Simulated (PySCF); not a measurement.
# The third ionisation energy along the 5d series

All values are computed (PySCF 2.14, energy differences of UHF-based or UKS calculations, no spin-orbit coupling). Values in eV. The last column holds reference values (NIST; (s) semi-empirical, (t) theoretical, else measured). Unmarked ones compare directly (S terms, centres of terms, or small fine structure); those marked * lie between the lowest fine-structure levels and include a spin-orbit shift.

```tsv
element	configurations	UHF	LDA	PBE	PBE0	r2SCAN	SCS-MP2 (valence)	reference
Hf (aug-cc-pVTZ-PP with one added diffuse shell each of s, p, d, f, g type with ECP60MDF, ECP)	[Xe] 4f14 5d2 → [Xe] 4f14 5d1	21.537	22.580	n/a	22.506	22.486	21.568	22.55 ± 0.04 (t) *
Ta (aug-cc-pVTZ-PP with one added diffuse shell each of s, p, d, f, g type with ECP60MDF, ECP)	[Xe] 4f14 5d3 → [Xe] 4f14 5d2	23.129	24.488	24.374	24.266	24.267	23.225	23.1 ± 1.6 (t) *
W (aug-cc-pVTZ-PP with one added diffuse shell each of s, p, d, f, g type with ECP60MDF, ECP)	[Xe] 4f14 5d4 → [Xe] 4f14 5d3	24.751	26.298	26.063	25.948	25.839	24.914	26 ± 0.4 (s) *
Re (aug-cc-pVTZ-PP with one added diffuse shell each of s, p, d, f, g type with ECP60MDF, ECP)	[Xe] 4f14 5d5 → [Xe] 4f14 5d4	27.243	28.563	28.390	28.321	28.357	27.439	27 ± 1.6 (t) *
Os (aug-cc-pVTZ-PP with one added diffuse shell each of s, p, d, f, g type with ECP60MDF, ECP)	[Xe] 4f14 5d6 → [Xe] 4f14 5d5	24.874	27.158	26.930	26.720	26.428	26.361	25 ± 1.6 (t) *
Ir (aug-cc-pVTZ-PP with one added diffuse shell each of s, p, d, f, g type with ECP60MDF, ECP)	[Xe] 4f14 5d7 → [Xe] 4f14 5d6	27.433	29.492	29.276	29.116	28.965	28.921	28 ± 1.6 (t) *
Pt (aug-cc-pVTZ-PP with one added diffuse shell each of s, p, d, f, g type with ECP60MDF, ECP)	[Xe] 4f14 5d8 → [Xe] 4f14 5d7	29.098	31.428	31.104	30.917	30.849	30.719	29 ± 1.6 (t) *
Au (aug-cc-pVTZ-PP with one added diffuse shell each of s, p, d, f, g type with ECP60MDF, ECP)	[Xe] 4f14 5d9 → [Xe] 4f14 5d8	30.835	33.294	32.847	32.667	32.479	32.532	30 ± 1.6 (t) *
Hg (aug-cc-pVTZ-PP with one added diffuse shell each of s, p, d, f, g type with ECP60MDF, ECP)	[Xe] 4f14 5d10 → [Xe] 4f14 5d9	33.516	35.642	35.254	35.141	35.123	35.198	34.49 ± 0.05 *
```

"Valence" correlates the outer s and p shells and, in groups 3 to 12 and the f block, the outer d or f shell, open or full, or the next shell where the ion has no valence electron left; the wider scheme adds the next inner shell.
